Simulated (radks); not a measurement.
Species: Ho. Configuration: [Xe] 4f11 6s2.

All-electron calculation, Dirac Kohn-Sham, SOGGA, spin-unpolarised, spherical densities, finite nucleus; open shells fill j = l - 1/2 first; Fermi nuclear charge, rms radius 5.2022 fm. Program: a radial shooting solver on a logarithmic mesh with Libxc functionals.

Energy parts (eV):
| part | energy |
|---|---|
| total | -343480.86 |
| kinetic | 377835.51 |
| electron-nucleus | -848489.04 |
| Hartree | 134441.39 |
| exchange-correlation | -7268.71 |

Orbitals (lengths in bohr, moments of r in powers of bohr; r(max) is where P^2 peaks):
orbital,occ.,eigenvalue (eV),r(max),small-component weight
1s1/2,2,-55400.88,0.01312,6.27e-02
2s1/2,2,-9261.872,0.07482,1.40e-02
2p1/2,2,-8817.204,0.05625,1.40e-02
2p3/2,4,-7960.810,0.06237,1.29e-02
3s1/2,2,-2068.057,0.2116,4.48e-03
3p1/2,2,-1873.147,0.1990,4.42e-03
3p3/2,4,-1694.300,0.2118,4.11e-03
3d3/2,4,-1359.396,0.1675,3.99e-03
3d5/2,6,-1320.306,0.1710,3.90e-03
4s1/2,2,-408.0873,0.4843,1.44e-03
4p1/2,2,-330.6725,0.4869,1.36e-03
4p3/2,4,-290.5071,0.5143,1.24e-03
4d3/2,4,-162.9227,0.5182,1.06e-03
4d5/2,6,-155.6362,0.5270,1.03e-03
4f5/2,6,-3.5615,0.5210,6.03e-04
4f7/2,5,-2.5870,0.5264,5.86e-04
5s1/2,2,-50.2124,1.136,2.91e-04
5p1/2,2,-29.3813,1.242,2.26e-04
5p3/2,4,-24.3616,1.328,1.96e-04
6s1/2,2,-3.7208,3.440,2.66e-05

The highest occupied level is 4f7/2 at -2.587 eV. For comparison, the ionisation energy in NIST's Atomic Spectra Database is 6.022 eV (measured). In exact Kohn-Sham theory the highest level is minus the ionisation energy, but local and semilocal functionals leave it too shallow, through self-interaction and a potential that decays too fast; potentials with the right tail come closer. The electron density at the nucleus is 8.042e+05 e/bohr^3.

Beside tabulated values, note that spin-unpolarised runs miss the spin-polarisation part of the exchange energy of open shells.
